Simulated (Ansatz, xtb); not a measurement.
**Two isomers of C4H5Cl2F**

We compare X, `C=C(Cl)C[C@H](F)Cl`, a singlet, with Y, `C=C(F)CC(Cl)Cl`, a singlet. Both are isolated molecules in the gas phase, relaxed with B3LYP/def2-SVP; the shapes shown needn't be the lowest conformers.

X (Å):

```xyz
12

C     2.4210    0.7852    0.7150
C     1.5888   -0.2050    0.3909
C     1.9638   -1.4801   -0.3076
C     1.3135   -1.6853   -1.6716
Cl   -0.1245   -0.0880    0.7929
Cl    1.8849   -0.4626   -2.8651
F     1.6280   -2.9300   -2.1249
H     3.4798    0.7102    0.4563
H     2.0749    1.6802    1.2342
H     1.6578   -2.3428    0.3096
H     3.0555   -1.5269   -0.4364
H     0.2195   -1.5874   -1.6312
```

Y (Å):

```
atom    x (Å)    y (Å)    z (Å)
   C   0.0685  -1.1899  -1.2056
   C   0.1728  -1.1455   0.1198
   C  -0.3793  -0.1168   1.0577
   C   0.6866   0.5271   1.9442
  Cl   1.8750   1.4585   0.9702
  Cl  -0.0919   1.5758   3.1812
   F   0.8314  -2.1218   0.7825
   H   0.5026  -2.0170  -1.7700
   H  -0.4525  -0.3966  -1.7416
   H  -0.9115   0.6647   0.4981
   H  -1.1044  -0.6025   1.7341
   H   1.2615  -0.2278   2.4913
```

Task: Estimate E(Y) − E(X) at the level CCSD(T)/def2-SVP + ΔMP2/def2-TZVPP.

Result: Calculated at CCSD(T)/def2-SVP + ΔMP2/def2-TZVPP: E(Y) − E(X) = +2.3 kcal/mol, so structure X lies lower.

How the difference moves with the method:

| level | geometry | E(Y) − E(X) (kcal/mol) | departure from the last row (kcal/mol) | job, with rough time for the two |
| --- | --- | --- | --- | --- |
| GFN2-xTB | GFN2-xTB | +2.6 | +0.3 | optimisation, 0.18 s |
| HF/STO-3G | GFN2-xTB | +2.1 | −0.3 | single point, 0.38 s |
| r2SCAN-D4/def2-SVP | GFN2-xTB | +2.2 | −0.1 | single point, 3.9 s |
| B3LYP/def2-SVP | B3LYP/def2-SVP | +1.7 | −0.6 | optimisation, 38 s |
| HF/def2-SVP | B3LYP/def2-SVP | +2.6 | +0.3 | part of the CCSD(T) run |
| MP2/def2-SVP | B3LYP/def2-SVP | +2.5 | +0.1 | part of the CCSD(T) run |
| CCSD(T)/def2-SVP | B3LYP/def2-SVP | +2.5 | +0.1 | single point |
| CCSD(T)/def2-SVP + ΔMP2/def2-TZVPP | B3LYP/def2-SVP | +2.3 |  | single point, 50 s |

As drawn, both hold the same kinds of bond in the same numbers.

None of the levels shown reverses the order. The largest departure from CCSD(T)/def2-SVP + ΔMP2/def2-TZVPP is that of B3LYP/def2-SVP, 0.6 kcal/mol. The last row adds to CCSD(T) the change of the MP2 difference between the two basis sets, here −0.1 kcal/mol.

With thermal terms from frequencies at re-optimised GFN2-xTB minima (ideal gas, soft modes damped towards free rotors, one conformer each, 298.15 K, 1 atm): on the last row, ΔE + ΔZPE = +2.2, ΔH = +2.3, ΔG = +2.1 kcal/mol.

The correlated steps freeze 15 core orbitals. Mirror images aren't counted in ΔG. Run with Ansatz 0.2.0, xtb 6.7.1; the last row on 4 threads of Arm Neoverse V1 on a shared host.
